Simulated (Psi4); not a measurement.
cyclotrisilazane (H$_{9}$N$_{3}$Si$_{3}$), singlet, geometry from GFN2-xTB; BLYP/6-31G** run with Psi4 1.11.

The Psi4 input:
```
memory 2 GB

molecule mol {
0 1
  Si    1.680548   -0.424967   -0.525960
  N     0.502902   -1.528326    0.083771
  Si   -1.175621   -1.310262    0.417014
  N    -1.460436    0.384865    0.562605
  Si   -0.548396    1.723693   -0.030265
  N     1.060958    1.171053   -0.314183
  H     1.940001   -0.689110   -1.953842
  H     2.911939   -0.563009    0.264480
  H     0.816665   -2.482004    0.137400
  H    -1.992763   -1.882461   -0.669625
  H    -1.490307   -1.949024    1.702318
  H    -2.367973    0.625472    0.922028
  H    -0.516099    2.763327    1.007603
  H    -1.139888    2.242990   -1.277816
  H     1.723030    1.902186   -0.508936
}

set basis 6-31g**
set reference rks

energy('blyp')
print_variables()
```

The log (banner, timings and long lists left out):

```
   => Loading Basis Set <=

    Name: 6-31G**
    Role: ORBITAL
    Keyword: BASIS

         ---------------------------------------------------------
                                   SCF
               by Justin Turney, Rob Parrish, Andy Simmonett
                          and Daniel G. A. Smith
                              RKS Reference
         ---------------------------------------------------------

  ==> Geometry <==

    Molecular point group: c1
    Full point group: C1

    Geometry (in Angstrom), charge = 0, multiplicity = 1:

       Center              X                  Y                   Z               Mass
    ------------   -----------------  -----------------  -----------------  -----------------
         SI           1.679690088953    -0.425202170460    -0.528757502295    27.976926534650
         N            0.502044088953    -1.528561170460     0.080973497705    14.003074004430
         SI          -1.176478911047    -1.310497170460     0.414216497705    27.976926534650
         N           -1.461293911047     0.384629829540     0.559807497705    14.003074004430
         SI          -0.549253911047     1.723457829540    -0.033062502295    27.976926534650
         N            1.060100088953     1.170817829540    -0.316980502295    14.003074004430
         H            1.939143088953    -0.689345170460    -1.956639502295     1.007825032230
         H            2.911081088953    -0.563244170460     0.261682497705     1.007825032230
         H            0.815807088953    -2.482239170460     0.134602497705     1.007825032230
         H           -1.993620911047    -1.882696170460    -0.672422502295     1.007825032230
         H           -1.491164911047    -1.949259170460     1.699520497705     1.007825032230
         H           -2.368830911047     0.625236829540     0.919230497705     1.007825032230
         H           -0.516956911047     2.763091829540     1.004805497705     1.007825032230
         H           -1.140745911047     2.242754829540    -1.280613502295     1.007825032230
         H            1.722172088953     1.901950829540    -0.511733502295     1.007825032230

  Running in c1 symmetry.

  Rotational constants: A =      0.07250  B =      0.07233  C =      0.03780 [cm^-1]
  Rotational constants: A =   2173.55658  B =   2168.46985  C =   1133.16466 [MHz]
  Nuclear repulsion =  473.520009201055359

  Charge       = 0
  Multiplicity = 1
  Electrons    = 72
  Nalpha       = 36
  Nbeta        = 36

  ==> Algorithm <==

[...]
   @DF-RKS iter   4: -1038.14202984920189   -1.93605e-02   6.48941e-04 DIIS/ADIIS
   @DF-RKS iter   5: -1038.14727732322763   -5.24747e-03   1.57196e-04 DIIS/ADIIS
   @DF-RKS iter   6: -1038.14752083517601   -2.43512e-04   5.92645e-05 DIIS
   @DF-RKS iter   7: -1038.14755125314332   -3.04180e-05   1.99967e-05 DIIS
   @DF-RKS iter   8: -1038.14755518212860   -3.92899e-06   3.45281e-06 DIIS
   @DF-RKS iter   9: -1038.14755534264327   -1.60515e-07   6.50375e-07 DIIS
  Energy and wave function converged.

  ==> Post-Iterations <==

   Electrons on quadrature grid:
      Ntotal   =   71.9999774222 ; deviation = -2.258e-05

    Orbital Energies [Eh]
    ---------------------

    Doubly Occupied:

[...]
    Virtual:

[...]
    Final Occupation by Irrep:
              A
    DOCC [    36 ]
    NA   [    36 ]
    NB   [    36 ]

  @DF-RKS Final Energy: -1038.14755534264327

   => Energetics <=

    Nuclear Repulsion Energy =            473.5200092010553590
    One-Electron Energy =               -2376.4703480102270987
    Two-Electron Energy =                 951.8387020369083302
    DFT Exchange-Correlation Energy =     -87.0359185703799199
    Empirical Dispersion Energy =           0.0000000000000000
    VV10 Nonlocal Energy =                  0.0000000000000000
    Total Energy =                      -1038.1475553426432725

Computation Completed

Properties will be evaluated at   0.000000,   0.000000,   0.000000 [a0]

Properties computed using the SCF density matrix

 Multipole Moments:

 ------------------------------------------------------------------------------------
     Multipole            Electronic (a.u.)      Nuclear  (a.u.)        Total (a.u.)
 ------------------------------------------------------------------------------------

 L = 1.  Multiply by 2.5417464519 to convert [e a0] to [Debye]
 Dipole X            :          0.1196035           -0.1167144            0.0028891
 Dipole Y            :          0.0341636           -0.0319841            0.0021795
 Dipole Z            :          0.3994451           -0.3806157            0.0188294
 Magnitude           :                                                    0.0191740

 ------------------------------------------------------------------------------------

  Variable Map:
  ----------------------------------------------------------------------------
[...]
  Array Variable Map:
  ----------------------------------------------------------------------------
[...]
[...]
```
